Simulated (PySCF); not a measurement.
Compound: C6H8O2.
Z-matrix (Å and degrees, GFN2-xTB geometry), rows numbered from 1:
```
C 
C   1  1.3297
C   2  1.4424  1  123.75
C   3  1.3327  2  122.49  1  -179.99
O   4  1.3724  3  121.26  2   180.00
C   5  1.3502  4  118.71  3  -179.99
C   6  1.5034  5  110.21  4  -179.97
O   6  1.2005  5  123.89  4     0.01
H   1  1.0761  2  121.86  3  -179.99
H   1  1.0776  2  121.64  3    -0.07
H   2  1.0820  1  120.32  3  -179.95
H   3  1.0807  2  117.92  1     0.07
H   4  1.0830  3  123.67  2     0.02
H   7  1.0876  6  109.43  5    59.50
H   7  1.0856  6  109.63  5  -179.66
H   7  1.0876  6  109.45  5   -58.79
```

Computed, not measured: CAM-B3LYP/def2-SVPD in PySCF (dipole) on a GFN2-xTB geometry, gas phase.

Take the most abundant isotopes and a rigid rotor. The values belong to one conformer with, in the numbering `[CH2:1]=[CH:2]/[CH:3]=[CH:4]/[O:5][C:6]([CH3:7])=[O:8]`, C1–C2–C3–C4 180°, C3–C4–O5–C6 180°, C4–O5–C6–C7 180°.

Q: Give the principal moments of inertia and the rotational constants in MHz.

A: Ia = 59.58, Ib = 646.74, Ic = 703.19 u·Å²; 505379 MHz·u·Å²/I gives A = 8482, B = 781.4, C = 718.7 MHz.

Q: What kind of rotor is it?

A: A near-prolate asymmetric top. Ray's parameter κ = (2B − A − C)/(A − C) = -0.984; −1 is the prolate and +1 the oblate limit.

Q: Is it planar, by Δ = Ic − Ia − Ib?

A: Not planar: Δ = Ic − Ia − Ib = -3.12 u·Å². For a rigid frame Δ = −2 Σ m c², so Σ m c² = 1.56 u·Å² lies off the ab plane, practically all of it from hydrogen. The atom farthest from that plane is 0.88 Å away.

Q: Give the other two planar moments, Paa and Pbb, and the rms extents of the mass along the axes.

A: Paa = Σ m a² = (Ib + Ic − Ia)/2 = 645.17 and Pbb = Σ m b² = (Ia + Ic − Ib)/2 = 58.02 u·Å². With the mass M = 112.05 u, the rms extents √(P/M) along a, b and c are 2.40, 0.72, 0.12 Å.

Q: Give the coordinates in the principal-axis frame, origin at the centre of mass.

A: The sense of each axis is arbitrary; atoms in the order of the calculation.
```json
{"atom": "C1", "mass (u)": "12.000", "a (Å)": "-3.990", "b (Å)": "-0.188", "c (Å)": "0.000"}
{"atom": "C2", "mass (u)": "12.000", "a (Å)": "-2.783", "b (Å)": "0.370", "c (Å)": "0.000"}
{"atom": "C3", "mass (u)": "12.000", "a (Å)": "-1.552", "b (Å)": "-0.382", "c (Å)": "0.000"}
{"atom": "C4", "mass (u)": "12.000", "a (Å)": "-0.355", "b (Å)": "0.203", "c (Å)": "0.000"}
{"atom": "O5", "mass (u)": "15.995", "a (Å)": "0.800", "b (Å)": "-0.538", "c (Å)": "0.000"}
{"atom": "C6", "mass (u)": "12.000", "a (Å)": "1.985", "b (Å)": "0.108", "c (Å)": "0.000"}
{"atom": "C7", "mass (u)": "12.000", "a (Å)": "3.117", "b (Å)": "-0.882", "c (Å)": "0.000"}
{"atom": "O8", "mass (u)": "15.995", "a (Å)": "2.096", "b (Å)": "1.304", "c (Å)": "0.000"}
{"atom": "H9", "mass (u)": "1.008", "a (Å)": "-4.889", "b (Å)": "0.404", "c (Å)": "0.000"}
{"atom": "H10", "mass (u)": "1.008", "a (Å)": "-4.118", "b (Å)": "-1.258", "c (Å)": "0.000"}
{"atom": "H11", "mass (u)": "1.008", "a (Å)": "-2.679", "b (Å)": "1.447", "c (Å)": "0.000"}
{"atom": "H12", "mass (u)": "1.008", "a (Å)": "-1.619", "b (Å)": "-1.461", "c (Å)": "-0.001"}
{"atom": "H13", "mass (u)": "1.008", "a (Å)": "-0.212", "b (Å)": "1.276", "c (Å)": "0.000"}
{"atom": "H14", "mass (u)": "1.008", "a (Å)": "3.046", "b (Å)": "-1.512", "c (Å)": "-0.884"}
{"atom": "H15", "mass (u)": "1.008", "a (Å)": "4.065", "b (Å)": "-0.352", "c (Å)": "0.006"}
{"atom": "H16", "mass (u)": "1.008", "a (Å)": "3.040", "b (Å)": "-1.520", "c (Å)": "0.877"}
```

Q: Which lines would a microwave search look for?

A: The dipole components are |μa| = 0.02 D, |μb| = 1.94 D, |μc| = 0.00 D; the mirror of this Cs structure is the ab plane, so μc vanishes by symmetry and there are no c-type lines. Intensities carry the squares of the components, which stand as 0.00 : 1.00 (a : b). Some lines, for components of 0.1 D or more:

| type | branch | J(Ka,Kc) | MHz | lower level (cm⁻¹) |
| --- | --- | --- | --- | --- |
| b | Q | 1(1,0) ← 1(0,1) | 7763 | 0.050 |
| b | Q | 2(1,1) ← 2(0,2) | 7827 | 0.150 |
| b | Q | 3(1,2) ← 3(0,3) | 7922 | 0.300 |
| b | Q | 4(1,3) ← 4(0,4) | 8050 | 0.500 |
| b | R | 1(1,1) ← 0(0,0) | 9201 | 0.000 |
| b | R | 2(1,2) ← 1(0,1) | 10638 | 0.050 |
| b | R | 3(1,3) ← 2(0,2) | 12044 | 0.150 |
| b | R | 4(1,4) ← 3(0,3) | 13420 | 0.300 |
| b | Q | 4(2,2) ← 4(1,3) | 22889 | 0.769 |
| b | Q | 2(2,1) ← 2(1,2) | 23290 | 0.405 |
| b | Q | 3(2,2) ← 3(1,3) | 23385 | 0.552 |
| b | R | 2(2,1) ← 1(1,0) | 26165 | 0.309 |
| b | R | 2(2,0) ← 1(1,1) | 26228 | 0.307 |
| b | R | 3(2,2) ← 2(1,1) | 27602 | 0.411 |
| b | R | 3(2,1) ← 2(1,2) | 27793 | 0.405 |
| b | R | 4(2,2) ← 3(1,3) | 29391 | 0.552 |
| b | Q | 3(3,0) ← 3(2,1) | 38659 | 1.332 |
| b | Q | 4(3,2) ← 4(2,3) | 38662 | 1.532 |
| b | R | 3(3,1) ← 2(2,0) | 43160 | 1.182 |
| b | R | 3(3,0) ← 2(2,1) | 43161 | 1.182 |
| b | R | 4(3,1) ← 3(2,2) | 44662 | 1.332 |
| b | Q | 4(4,0) ← 4(3,1) | 54124 | 2.822 |
| b | Q | 4(4,1) ← 4(3,2) | 54124 | 2.822 |
| b | R | 4(4,1) ← 3(3,0) | 60125 | 2.621 |
| b | R | 4(4,0) ← 3(3,1) | 60125 | 2.621 |

Q: Estimate the classical rotational partition function at 10 K, 25 K and 298.15 K.

A: Point group Cs, symmetry number σ = 1; q = (√π/σ)·√((kT/h)³/(ABC)), k/h = 20836.6 MHz/K: 2440 at 10 K, 9660 at 25 K, 398000 at 298.15 K.

GFN2-xTB frequencies: not computed here. Zero-point vibration and centrifugal distortion are left out. A rigid rotor knows nothing of internal rotation, which can split or shift real lines.

Hardware: Arm Neoverse V1, one thread, no GPU, on a shared host. Cost: 60 s. This is the CAM-B3LYP/def2-SVPD job that gave the dipole, with the excitations it also computed.
